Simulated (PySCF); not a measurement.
BiCl₂, SMILES [Cl][Bi+][Cl] (connectivity only; charge and spin as stated), charge +1, multiplicity 1.

Coordinates come from a B3LYP-D3(BJ)/def2-TZVP optimisation. The multiplicity is an assumed one; other spin states were not compared. The isomer is the one that the SMILES or the coordinates give; other isomers of the formula were not compared. The def2 effective core potentials stand for the cores of Bi; spin–orbit coupling is left out.

Calculation: PBE/def2-TZVPD (PySCF).

Symmetry labels are those of the subgroup C2v that the program uses (full group C2v).

Computed valence orbital energies around the gap with their symmetry:
```json
[
 {"orbital": "HOMO−7", "symmetry": "B2", "energy (eV)": "-25.71"},
 {"orbital": "HOMO−6", "symmetry": "A1", "energy (eV)": "-21.52"},
 {"orbital": "HOMO−5", "symmetry": "B2", "energy (eV)": "-15.44"},
 {"orbital": "HOMO−4", "symmetry": "A1", "energy (eV)": "-14.72"},
 {"orbital": "HOMO−3", "symmetry": "B1", "energy (eV)": "-14.26"},
 {"orbital": "HOMO−2", "symmetry": "A2", "energy (eV)": "-13.58"},
 {"orbital": "HOMO−1", "symmetry": "A1", "energy (eV)": "-13.43"},
 {"orbital": "HOMO", "symmetry": "B2", "energy (eV)": "-13.26"},
 {"orbital": "LUMO", "symmetry": "B1", "energy (eV)": "-10.71"},
 {"orbital": "LUMO+1", "symmetry": "A1", "energy (eV)": "-8.17"},
 {"orbital": "LUMO+2", "symmetry": "B2", "energy (eV)": "-7.96"},
 {"orbital": "LUMO+3", "symmetry": "A1", "energy (eV)": "-4.65"}
]
```
